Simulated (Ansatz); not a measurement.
Wavefunction ladder for C4H12ClNSi (`CC(C)N(C)[SiH2]Cl`)

```xyz
19

C    -0.148    0.661    1.871
C    -0.348   -0.278    0.690
C     0.514   -1.528    0.819
N    -0.158    0.412   -0.587
C     1.170    0.911   -0.876
Si   -1.288    0.207   -1.837
Cl   -1.071   -1.551   -2.927
H    -0.769    1.553    1.766
H    -0.418    0.158    2.802
H     0.894    0.976    1.962
H    -1.397   -0.598    0.702
H     1.577   -1.275    0.867
H     0.265   -2.068    1.735
H     0.359   -2.198   -0.029
H     1.917    0.114   -0.962
H     1.506    1.612   -0.106
H     1.159    1.454   -1.823
H    -2.644    0.135   -1.249
H    -1.119    1.301   -2.818
```

Charge 0, multiplicity 1. Geometry: relaxed with PBE0-D4/def2-TZVP. It is one conformer, not always the lowest. Frozen core, restricted reference, Ansatz. CBS rows extrapolate triple and quadruple zeta; past MP2 they add the triple-zeta difference.

```json
{"basis": "def2-SVP", "HF (Eh)": "-961.02111", "MP2 corr.": "-0.97986", "CCSD corr.": "-1.06863", "(T)": "?", "CCSD(T) total": "?"}
{"basis": "def2-TZVPP", "HF (Eh)": "-961.51815", "MP2 corr.": "?", "CCSD corr.": "-1.31008", "(T)": "-0.05296", "CCSD(T) total": "?"}
{"basis": "def2-QZVPP", "HF (Eh)": "?", "MP2 corr.": "-1.31943", "CCSD corr.": "–", "(T)": "–", "CCSD(T) total": "–"}
{"basis": "CBS(def2)", "HF (Eh)": "-961.55486", "MP2 corr.": "?", "CCSD corr.": "-1.46278", "(T)": "as TZ", "CCSD(T) total": "?"}
```

**Question.** Fill in the withheld values. (Best estimate.)

**Answer.** The calculation gave: def2-SVP (T): -0.03057; def2-SVP CCSD(T) total: -962.12031; def2-TZVPP MP2 corr.: -1.23171; def2-TZVPP CCSD(T) total: -962.88119; def2-QZVPP HF (Eh): -961.55042; CBS(def2) MP2 corr.: -1.38440; CBS(def2) CCSD(T) total: -963.07060.
